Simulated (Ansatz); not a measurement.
`[F][Ge]([F])([F])[SeH]` + H₂ → `[F][GeH]([F])[SeH]` + H–F at 400 K and 1 bar (hydrogenolysis of a Ge–F bond).

Calculated with Ansatz (gas phase, PBE0-D4/def2-TZVP geometries, no zero-point term in ΔE). CCSD(T)/CBS is the MP2 limit (def2-TZVPP, def2-QZVPP) plus CCSD(T) − MP2 in def2-TZVPP, frozen cores. This one scheme is used for every species. For Ge, Se outer-core shells are correlated without core-valence functions, which leaves a few kJ/mol of doubt a bond. Scalar relativity is left out up to krypton. Each species was taken in one conformer, which may not be the lowest.

| species | CCSD(T)/CBS energy (Eh) | H − E (kJ/mol) | S (J/(mol·K)) |
| --- | --- | --- | --- |
| `[F][Ge]([F])([F])[SeH]` | -4776.93734 | 72.6 | 398.1 |
| H₂ | -1.17544 | 38.0 | 139.0 |
| `[F][GeH]([F])[SeH]` | -4677.70208 | 83.2 | 374.0 |
| H–F | -100.39570 | 36.5 | 182.2 |

H − E and S are ideal-gas, rigid-rotor, harmonic terms from PBE0-D4/def2-TZVP, for one conformer and one mirror image of each species. The MP2-based limit puts H₂ 0.8 mEh under its directly extrapolated value; such offsets cancel only in part. 1 Eh = 2625.50 kJ/mol, R = 8.31446 J/(mol·K).

**Question.** By hand: ΔE, ΔH, ΔS and ΔG.

**Answer.** ΔE = (-4677.70208) + (-100.39570) − (-4776.93734) − (-1.17544) = 0.01500 Eh = 39.4 kJ/mol. Δ(H − E) = 83.2 + 36.5 − 72.6 − 38.0 = 9.1, so ΔH = 48.5 kJ/mol. ΔS = 374.0 + 182.2 − 398.1 − 139.0 = 19.1 J/(mol·K). ΔG = 48.5 − 400 × (19.1)/1000 = 40.9 kJ/mol.

**Question.** By hand: the equilibrium constant, and the temperature at which ΔG would vanish if ΔH and ΔS stayed fixed.

**Answer.** log₁₀ K = −ΔG/(RT ln 10) = -5.3. ΔG = 0 at ΔH/ΔS = 2539 K, far beyond where these terms or the molecules hold.

ΔH outweighs TΔS. A doubt of 5 kJ/mol in ΔE shifts log₁₀ K by 0.7 here. Other conformers and mirror images would add mixing entropy, several J/(mol·K) or more a flexible species. These are equilibria of isolated gas molecules and say nothing of rates. Largest T1 diagnostic: 0.012 (customary marks: 0.02 for closed shells, 0.045 for open ones).
